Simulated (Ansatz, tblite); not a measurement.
Forces on Ga2S3 at its B3LYP-D4/def2-SVP geometry. The state is a singlet with charge 0.

The xTB rows come from tblite. Another isomer (singlet) lies 0.49 eV lower at PBE0-D4/def2-TZVP; other spin states weren't run for this one.

GFN1-xTB (tblite), largest force 0.89 eV/Å:

```xyz
5
positions Å, forces eV/Å
Ga   -0.301    0.173    1.968    0.038   -0.208   -0.863
Ga    1.174    1.234   -1.361   -0.464   -0.540    0.367
S    -1.317    0.831   -0.511    0.498   -0.237    0.325
S    -0.836   -1.216   -0.145    0.379    0.546    0.050
S     1.280   -1.023    0.049   -0.450    0.439    0.121
```

GFN2-xTB (tblite), largest force 1.04 eV/Å:

```
Ga -0.021 -0.014 0.049
Ga -0.077 -0.155 -0.154
S 0.099 -0.550 0.310
S 0.618 0.757 -0.359
S -0.619 -0.037 0.155
```

PBE-D4/def2-TZVP (Ansatz), largest force 0.90 eV/Å:

```
Ga 0.009 -0.103 -0.382
Ga -0.193 -0.204 0.221
S 0.226 -0.490 0.109
S 0.502 0.737 0.110
S -0.544 0.060 -0.057
```
